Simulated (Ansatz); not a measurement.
The C3–H4 bond of CH4Cd (SMILES [CH3][CdH]) is stretched (multiplicity 1, the rest rigid).
Geometry at rest (charge 0, multiplicity 1):
```csv
atom,x (Å),y (Å),z (Å)
Cd,-0.2807,-0.1510,-0.0414
H,-1.7499,-0.9416,-0.2582
C,1.5814,0.8509,0.2333
H,2.0312,0.5593,1.1828
H,1.4329,1.9311,0.2353
H,2.2707,0.5954,-0.5719
```

Correlated levels freeze the cores.

Run with Ansatz (Gaussian orbitals).  In def2 rows elements past Kr take small-core potentials, without spin–orbit coupling.

Energies above the point at 1.090 Å (the B3LYP-D3(BJ) bond length), FIC-MRCISD+Q on CASSCF(2,2)/def2-TZVPP (kcal/mol): 5.62 at 0.981 Å; 3.75 at 1.199 Å; 112.43 at 3.489 Å.

Take the last value as the depth D of a Morse curve D(1 − e^(−a(R − R₀)))², fit a and R₀ to the two near points, and test it at 1.472 and 1.908 Å.


With D = 112.4, both near points (counted from the curve's value at 1.090 Å) are met by a = 1.85 Å⁻¹ and R₀ = 1.090 Å, so k = 2Da² = 770 kcal/(mol Å²). The curve then gives 28.8 and 68.4 kcal/mol; the level itself gives 28.7 and 70.2, so Morse is off by 0.1 and -1.9.

Ansatz is a first-principles code.
